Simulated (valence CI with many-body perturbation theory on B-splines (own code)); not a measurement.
# I³⁹⁺ in brief

Calculated by relativistic CI+MBPT: four valence electrons over a frozen Dirac-Fock core [Ne], a basis of 11 s, 11 p, 9 d, 7 f, 5 g, 2 h, 1 i functions for each j, with the one-electron correlation potential Σ1 (screened to all orders), the two-electron term Σ2, the three-electron term Σ3, Breit, model QED; selected single and double excitations, second order for the rest (own B-spline code, finite nucleus).

The last digits are not significant, and no measured levels were compared; by estimate large intervals hold to a few tenths of a per cent, small ones and those within an open d or f shell to about a per cent.

Levels are named by their leading jj configuration (3d3/2^4 stands for four electrons in 3d with j = 3/2), which in mixed levels can hold well under half, so a name can repeat and another be missing.

Rates and lifetimes use the calculated energies. Strong lines usually hold to 10 to 20 %, long lifetimes can be off by a factor of two.

What is the ground level?

(3s^2 3p1/2^2) J=0, composition 73 % 3s²3p² ³P + 26 % 3s²3p² ¹S.

How well does LS coupling describe the low levels?

Among the lowest 20 levels the leading LS term, summed over configurations, holds 61 % on average. For single configurations the figures are 56 % in LS and 81 % in jj coupling. Terms mix most in the J = 2 level at 18.191 Ry, where the leading one holds 38 %.

Name the longest-lived excited levels whose lifetime is computed, and their main decay.

(3s^2 3p1/2 3p3/2) J=2 at 5.399 Ry lives 114 μs, mostly by E2 to (3s^2 3p1/2^2) J=0; (3s^2 3p3/2 3d5/2) J=4 at 22.278 Ry lives 565 ns, mostly by M1 to (3s^2 3p1/2 3d5/2) J=3; (3s^2 3p1/2 3p3/2) J=1 at 4.941 Ry lives 478 ns, mostly by M1 to (3s^2 3p1/2^2) J=0.

Where does the other parity begin?

At (3s 3p1/2^2 3p3/2) J=2, 12.211 Ry.

What is the ionisation energy?

2837.9 eV; NIST lists 2836 ± 4 eV (theoretical).
